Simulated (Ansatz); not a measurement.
Start from `[NH]=[W](=[NH])([NH2])[OH]` and change one atom or group to get `[NH]=[W](=[NH])([NH2])[NH2]`.

Ansatz, PBE0-D4/def2-TZVP geometries, multiplicity 1. Each molecule was computed in one conformer, which needn't be the lowest.

Elements past krypton have def2 core potentials.

```
                                                                                  property  `[NH]=[W](=[NH])([NH2])[OH]`
                                                     HOMO energy (ωB97M-V/def2-TZVPP) / eV                         -9.53
ideal-gas entropy at 298 K and 1 bar (rigid rotor, harmonic PBE0-D4/def2-TZVP) / J/(mol·K)                           357
                                          size of the dipole moment (B3LYP/def2-TZVPP) / D                          1.73
                                                     HOMO–LUMO gap (B3LYP/def2-TZVPP) / eV                          6.44
                                                        HOMO energy (PBE0/def2-TZVPP) / eV                         -7.27
                                                       HOMO energy (B3LYP/def2-TZVPP) / eV                         -7.04
```

Question: What does the change do to each property? (Best estimate.)

Answer: Ansatz gave: 
```tsv
property	`[NH]=[W](=[NH])([NH2])[NH2]`	shift
HOMO energy (ωB97M-V/def2-TZVPP) / eV	-8.91	0.62
ideal-gas entropy at 298 K and 1 bar (rigid rotor, harmonic PBE0-D4/def2-TZVP) / J/(mol·K)	358	1
size of the dipole moment (B3LYP/def2-TZVPP) / D	0.45	-1.28
HOMO–LUMO gap (B3LYP/def2-TZVPP) / eV	6.06	-0.38
HOMO energy (PBE0/def2-TZVPP) / eV	-6.70	0.57
HOMO energy (B3LYP/def2-TZVPP) / eV	-6.47	0.57
```

With PBE0 the HOMO rises by 0.57 eV and the LUMO rises by 0.18 eV, so the gap narrows by about 0.39 eV. PBE moves the HOMO by 0.54 eV and ωB97M-V by 0.62 eV. The zero-point energy changes by 31.2 kJ/mol with +3 modes. Dipoles are sizes alone; their direction can turn.

B3LYP here is the variant with VWN-RPA as its local correlation; programs differ in this.
